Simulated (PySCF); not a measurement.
Computed properties of Sb(F)(OH)2 (FH2O2Sb), SMILES [OH][Sb]([OH])[F]

Sb(F)(OH)2 (FH2O2Sb), SMILES [OH][Sb]([OH])[F]. Geometry: B3LYP-D3(BJ)/def2-SVP. The def2 effective core potentials stand for the cores of Sb; spin–orbit coupling is left out. One conformer was computed; it need not be the lowest. All values are computed for the isolated molecule unless a solvent is named; none is compared with measurement here.

**Structure.** All 12 harmonic modes at B3LYP-D3(BJ)/def2-SVP (PySCF) are real, so it is a minimum. With heavy atoms numbered as in [Sb:1]([F:2])([OH:3])[OH:5], the shortest bond between them is Sb1–F2 at 1.954 Å and the longest Sb1–O5 at 1.984 Å.

**Vibrations.** The strongest infrared lines (harmonic, unscaled, degenerate partners summed) lie at 307 cm⁻¹ (137 km/mol, H 75 %, O 23 %), 618 cm⁻¹ (125 km/mol, O 77 %, Sb 14 %), 290 cm⁻¹ (80 km/mol, H 63 %, O 24 %, F 11 %). The softest mode is at 92 cm⁻¹ and the zero-point energy is 17.4 kcal/mol.

**Electronic structure.** B3LYP/def2-TZVPD (PySCF) places the frontier levels at -8.57 and -1.75 eV, a gap of 6.82 eV, and gives a dipole moment of 1.02 D and a mean polarisability of 48.6 bohr³.

**Excitations.** TDDFT-M06-2X/def2-SVPD (PySCF) has S1 at 6.55 eV (189 nm, f = 0.110, bright); the most intense of the 10 singlets computed lies at 8.20 eV (f = 0.13). T1 (TDA) is at 4.96 eV. No vertical singlet excitation falls in the visible range (under 3.1 eV).
